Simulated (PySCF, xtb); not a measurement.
HO₂Si, SMILES [Si](=[OH+])=O, charge +1.

Harmonic wavenumbers (cm⁻¹) from GFN2-xTB (xtb 6.7.1) at its own minimum, in rising order: 189, 357, 358, 1117, 1670, 3383.

**Question.** What does B3LYP-D3(BJ)/def2-TZVP (PySCF 2.14.0) give at its own minimum? (The exact figures need the calculation; the answer reports its results.)

**Answer.** 230, 240, 419, 968, 1443, 3726. Paired by order, the mean absolute difference is 156 cm⁻¹ and the zero-point energies are 10.1 and 10.0 kcal/mol.
